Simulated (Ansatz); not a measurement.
TiCl2, SMILES [Ti]([Cl])[Cl] (connectivity only; charge and spin as stated), neutral, multiplicity 3. Atoms are numbered in the order given.

```xyz
3

Ti     0.0000     0.0000    -0.0485
Cl     0.0000    -2.2358    -0.0504
Cl     0.0000     2.2358    -0.0504
```
Charge 0, spin multiplicity 3.

Geometry: PBE0-D3(BJ)/def2-TZVP. The spin state was assumed, not searched.

Two levels are set side by side: PBE-D3(BJ)/def2-TZVP (Ansatz, a quantum-chemistry and plane-wave program) and PBE0-D3(BJ)/def2-TZVP (Ansatz). Each level has its own optimised geometry; the coordinates shown are those of the second. Differences are taken from unrounded values.

| quantity | PBE0-D3(BJ) |
|---|---|
| mean bond length (Å) | 2.236 |
| bond Ti1–Cl2 (Å) | 2.236 |
| bond Ti1–Cl3 (Å) | 2.236 |

Q: What does PBE-D3(BJ) give, and how far is it from PBE0-D3(BJ)? (The exact figures need the calculation; the answer reports its results.)

A: 
```
quantity              PBE-D3(BJ)  PBE-D3(BJ) minus PBE0-D3(BJ)
--------------------  ----------  ----------------------------
mean bond length (Å)       2.232                        -0.004
bond Ti1–Cl2 (Å)           2.232                        -0.004
bond Ti1–Cl3 (Å)           2.232                        -0.004
```

Here PBE gives about what the other level gives.
